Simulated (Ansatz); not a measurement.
Consider the ligand exchange at the Si–N bond: `N[SiH2][GeH3]` + HCl → `Cl[SiH2][GeH3]` + NH₃.

Isolated molecules relaxed with PBE0-D4/def2-TZVP in Ansatz; ΔE leaves out vibrations. CCSD(T)/CBS is the MP2 limit (def2-TZVPP, def2-QZVPP) plus CCSD(T) − MP2 in def2-TZVPP, frozen cores. This one scheme is used for every species. DFT in def2-TZVPP. B3LYP here is the variant with VWN-RPA as its local correlation; programs differ in this. HSE06 is defined as in plane-wave codes. For Ge outer-core shells are correlated without core-valence functions, which leaves a few kJ/mol of doubt a bond. Scalar relativity is left out up to krypton. Each species was taken in one conformer, which may not be the lowest.

```
             level  ΔE (kJ/mol)  difference from CCSD(T)/CBS
       LDA (SPW92)        -47.3                          5.9
            PBE-D4        -55.5                         -2.3
         revPBE-D4        -54.8                         -1.6
         r2SCAN-D4        -55.0                         -1.8
            B97M-V        -55.3                         -2.1
           PBE0-D4        -55.3                         -2.1
          B3LYP-D4        -52.2                          1.0
        r2SCANh-D4        -54.9                         -1.7
          HSE06-D4        -55.6                         -2.4
          BHLYP-D4        -53.0                          0.2
      CAM-B3LYP-D4        -48.7                          4.5
           ωB97X-V        -52.8                          0.4
           ωB97M-V        -52.8                          0.4
            B2PLYP        -52.4                          0.8
          PBE-QIDH        -54.2                         -1.0
               PBE        -55.9                         -2.7
            revPBE        -58.3                         -5.1
            r2SCAN        -55.3                         -2.1
              PBE0        -55.5                         -2.3
             B3LYP        -52.6                          0.6
           r2SCANh        -55.1                         -1.9
           r2SCAN0        -54.9                         -1.7
             HSE06        -55.7                         -2.5
         CAM-B3LYP        -48.8                          4.4
           LC-ωPBE        -50.7                          2.5
RPA@PBE/def2-TZVPP        -47.7                          5.5
       HF/def2-SVP        -53.2                          0.0
      MP2/def2-SVP        -48.8                          4.4
     CCSD/def2-SVP        -48.2                          5.0
  CCSD(T)/def2-SVP        -48.1                          5.1
     HF/def2-TZVPP        -53.6                         -0.4
SCS-MP2/def2-TZVPP        -51.1                          2.1
   CCSD/def2-TZVPP        -49.1                          4.1
CCSD(T)/def2-TZVPP        -49.6                          3.6
     HF/def2-QZVPP        -53.5                         -0.3
    MP2/def2-QZVPP        -54.5                         -1.3
SCS-MP2/def2-QZVPP        -53.1                          0.1
      HF/CBS(def2)        -53.5                         -0.3
     MP2/CBS(def2)        -56.0                         -2.8
    CCSD/CBS(def2)        -52.8                          0.4
       CCSD(T)/CBS        -53.2                            0
```

Largest T1 diagnostic among the species: 0.011.

At CCSD(T), def2-SVP lies +5.1 kJ/mol from the extrapolated value and def2-TZVPP +3.6 kJ/mol. Leaving LDA and LC-ωPBE aside and taking each functional with its dispersion term where it has one, the values spread over 6.9 kJ/mol, from HSE06-D4 to CAM-B3LYP-D4. LDA lies +8.6 kJ/mol from PBE without D4.
